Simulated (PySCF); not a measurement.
## Computed vibrations of [HgF3(NH3)]−

[HgF3(NH3)]− (singlet). PySCF 2.14.0, RKS PBE0, Hg def2-SVP with ECP60, F def2-SVP, N def2-SVP, H def2-SVP; non-relativistic Hamiltonian with scalar-relativistic core potentials where named; density fitting; no spin-orbit coupling. Central differences of gradients.

```xyz
8

Hg    0.0848   -0.0848    0.0848
F     0.9339    1.5798    1.0595
F    -1.5798   -1.0595    0.9339
F     1.0595   -0.9339   -1.5798
N    -1.4326    1.4326   -1.4326
H    -1.6868    2.2706   -0.9183
H    -0.9183    1.6868   -2.2706
H    -2.2706    0.9183   -1.6868
```

Run from Python with OMP_NUM_THREADS=2. Where DIIS fails, smearing, a level shift and second-order steps follow.
It took 2.3 min on 2 threads of Intel(R) Xeon(R) Processor @ 2.50GHz (Skylake/Cascade Lake), with other jobs on the host.

(1) What are the harmonic wavenumbers and infrared intensities?

(2) Is this a minimum?

Answers

(1) Modes are labelled in C3; negative numbers are unstable modes, those under 60 cm⁻¹ near the noise; a finer grid moves soft modes by up to 10 cm⁻¹.
```json
{"cm⁻¹": "-82", "km/mol": "–", "symmetry": "a"}
{"cm⁻¹": "-78", "km/mol": "–", "symmetry": "e"}
{"cm⁻¹": "-78", "km/mol": "–", "symmetry": "e"}
{"cm⁻¹": "81", "km/mol": "30.4", "symmetry": "e"}
{"cm⁻¹": "81", "km/mol": "30.4", "symmetry": "e"}
{"cm⁻¹": "139", "km/mol": "40.6", "symmetry": "a"}
{"cm⁻¹": "182", "km/mol": "10.6", "symmetry": "a"}
{"cm⁻¹": "294", "km/mol": "30.5", "symmetry": "e"}
{"cm⁻¹": "294", "km/mol": "30.5", "symmetry": "e"}
{"cm⁻¹": "418", "km/mol": "114.6", "symmetry": "e"}
{"cm⁻¹": "418", "km/mol": "114.6", "symmetry": "e"}
{"cm⁻¹": "446", "km/mol": "1.8", "symmetry": "a"}
{"cm⁻¹": "875", "km/mol": "157.9", "symmetry": "a"}
{"cm⁻¹": "1613", "km/mol": "15.1", "symmetry": "e"}
{"cm⁻¹": "1613", "km/mol": "15.1", "symmetry": "e"}
{"cm⁻¹": "3535", "km/mol": "1.2", "symmetry": "a"}
{"cm⁻¹": "3699", "km/mol": "16.1", "symmetry": "e"}
{"cm⁻¹": "3699", "km/mol": "16.1", "symmetry": "e"}
```

(2) No: 3 unstable; the lowest moves the atoms so:
```
Hg   0.00  0.00  0.00
F   -0.02  0.01  0.00
F   -0.01  0.00 -0.02
F    0.00  0.02 -0.01
N    0.03 -0.03  0.03
H    0.50  0.23 -0.16
H   -0.16 -0.50 -0.23
H   -0.23  0.16  0.50
```
